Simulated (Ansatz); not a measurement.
Mulliken charges of `O[CH]1[NH][GeH2]1` from PBE/def2-TZVPP in Ansatz (PBE0-D4/def2-TZVP geometry).

```
atom   x (Å)   y (Å)   z (Å)  charge (e)
  O1  -1.127   1.386   0.413      -0.148
  C2   0.065   0.793   0.458      -0.035
  N3   0.150  -0.377   0.991      -0.219
 Ge4   0.007  -0.958  -1.284      -0.017
  H5  -1.084   2.163  -0.154       0.208
  H6   0.918   1.419   0.179       0.119
  H7   1.121  -0.643   1.114       0.181
  H8   1.202  -1.922  -0.896      -0.068
  H9  -1.163  -1.908  -0.837      -0.020
```

Problem. By hand: the dipole of these point charges (1 e Å = 4.8032 D).

Solution. Σ q r = (0.160, 0.537, -0.004) e Å, of length 0.560 e Å = 2.69 D.

Problem. How does the dipole of the full density compare? (Estimate.)

Solution. Computed: (0.301, 0.722, 0.001) e Å, 3.76 D; the point charges give 0.72 times that, at 6° from its direction.

Point charges leave out the atoms' own dipoles, such as those of lone pairs, and Mulliken's split depends on the basis, so the two needn't agree.
